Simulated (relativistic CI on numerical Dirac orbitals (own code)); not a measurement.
**Sensitivity of the levels of Br11+ to α and to the nuclear radius**

Computed by Dirac-Coulomb-Breit CI, orbitals from a KLI potential per configuration, derivatives by finite differences, unscaled Slater integrals, QED left out (own radial code, finite nucleus).

CI space (outside the closed core [Ne]): 3s2 3p6 3d6, 3s2 3p5 3d7, 3s2 3p4 3d8, 3s 3p6 3d7, 3s2 3p6 3d5 4s, 3s2 3p6 3d5 4p, 3p6 3d8, 3s2 3p6 3d4 4s2. Levels of other configurations are missing.

With x = (α/α₀)² − 1 an excitation energy changes as ω = ω₀ + qx; K = 2q/ω₀ is the relative enhancement. Terms are leading LS components, so labels can repeat. The field-shift factor is F = δν/δ⟨r²⟩ for the transition from the lowest level.

Lowest level 3s2 3p6 3d6 5D_4.

```
           Level  ω₀ (cm⁻¹)  q (cm⁻¹)       K  F (GHz/fm²)
3s2 3p6 3d6 5D_3     4740.5      5204     2.2       0.0255
3s2 3p6 3d6 5D_2     7261.1      6802    1.87       0.0338
3s2 3p6 3d6 5D_1     9003.8      8514    1.89       0.0423
3s2 3p6 3d6 5D_0     9810.4      9170    1.87       0.0458
3s2 3p6 3d6 3P_2    45911.8     769.8  0.0335       0.0153
3s2 3p6 3d6 3F_4    51179.8     -3241  -0.127       0.0378
3s2 3p6 3d6 3H_6    53320.7      1866    0.07       0.0738
3s2 3p6 3d6 3H_5    54519.9      1788  0.0656       0.0727
3s2 3p6 3d6 3F_3    56832.3      4286   0.151       0.0644
3s2 3p6 3d6 3F_2    58380.0      5486   0.188       0.0666
3s2 3p6 3d6 3H_4    58472.5      7608    0.26       0.0927
3s2 3p6 3d6 3P_1    59023.5     14160    0.48       0.0808
3s2 3p6 3d6 3P_0    60765.6     11120   0.366       0.0777
```

At this charge energies of transitions that change n are usually good to better than 1 %, and those within a shell (Δn = 0) to a few per cent. Terms inside the open d or f shell come out 10 to 20 % too wide with unscaled integrals.
